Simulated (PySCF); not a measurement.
H$_{6}$B$_{3}$N$_{3}$, charge +1, doublet, geometry from GFN2-xTB (a state made from the parent by changing its charge; the spin is typed, not shown lowest). Base run: CCSD/STO-3G (PySCF).

The PySCF input:
```python
from pyscf import gto, scf, cc

mol = gto.M(
    atom='''
B     0.98106325   -1.05992046   -0.04989976
N     1.37494395    0.29061409    0.18228070
B     0.39244819    1.28444706    0.30957374
N    -0.96506531    1.03622627    0.05511563
B    -1.40209965   -0.30055796   -0.17940997
N    -0.38755264   -1.27096670   -0.32061857
H     1.78919192   -1.90645476   -0.03050713
H     2.35520248    0.48796067    0.32713174
H     0.70048702    2.32894591    0.76549555
H    -1.66024944    1.76742990    0.10891670
H    -2.54768103   -0.52456909   -0.26618943
H    -0.65029188   -2.16427148   -0.72361180
''',
    basis='sto-3g',
    charge=1,
    spin=1,
    verbose=5,
)

mf = scf.UHF(mol)
mf.kernel()

mycc = cc.CCSD(mf)
mycc.kernel()
print('E(CCSD) = %.10f' % mycc.e_tot)
mf.analyze()
```

Variants of this job, named by their change:

```
change                      ΔE vs base (mEh)  MP2 correlation (Eh)  CC correlation without the perturbative part (Eh)  basis functions
--------------------------  ----------------  --------------------  -------------------------------------------------  ---------------
base                                   0.000              -0.26021                                           -0.32494               36
cc.iterative_damping = 0.8             0.000              -0.26021                                           -0.32494               36
method = ccsd(t)                         ___              -0.26021                                           -0.32494               36
cc.level_shift = 0.2                   0.000              -0.26021                                           -0.32494               36
cc.conv_tol = 1e-9                     0.000              -0.26021                                           -0.32494               36
frozen = 5                               ___                   ___                                                ___               36
method = mp2                          64.725              -0.26021                                                  -               36
frozen = 7                            27.111              -0.23931                                           -0.29783               36
cc.conv_tol = 1e-5                     0.000              -0.26021                                           -0.32494               36
method = cisd                            ___                     -                                                  -               36
```

Q: Fill in the missing entries.

A: 
- method = ccsd(t), ΔE vs base (mEh): -9.541
- frozen = 5, ΔE vs base (mEh): 1.908
- frozen = 5, MP2 correlation (Eh): -0.25812
- frozen = 5, CC correlation without the perturbative part (Eh): -0.32303
- method = cisd, ΔE vs base (mEh): 42.835

Open shells are given as the SCF converged; they aren't shown to be the lowest states, and a large step between rows can be another state.
